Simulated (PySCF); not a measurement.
C2H3Cl2FSi, SMILES [SiH2](/C(F)=C\Cl)Cl.

The structure is a stationary point at B3LYP-D3(BJ)/def2-SVP. The structure was generated by enumeration; whether it is a known compound was not checked. The values are those of a single conformer.

Two levels are set side by side: PBE/def2-TZVP (PySCF) and M06-2X/def2-TZVP (PySCF). Same geometry, gas phase. Differences are taken from unrounded values.

| quantity | M06-2X | PBE | PBE minus M06-2X |
|---|---|---|---|
| orbital gap (eV) | 8.36 | 4.16 | -4.20 |
| highest occupied level (eV) | -8.90 | -6.44 | 2.46 |
| lowest empty level (eV) | -0.54 | -2.28 | -1.74 |
| dipole moment (D) | 1.29 | 1.19 | -0.11 |
| mean polarisability (bohr³) | 71.4 | 74.9 | 3.5 |

Without exact exchange PBE keeps part of each electron's self-repulsion, which lifts occupied levels and narrows the gap. Loosely held outer electrons make PBE densities more polarisable. Differences between two approximate levels are no errors against the true value.

Rough cost on one machine, each run with all the roots and properties that it gave: M06-2X against PBE about 4 times.
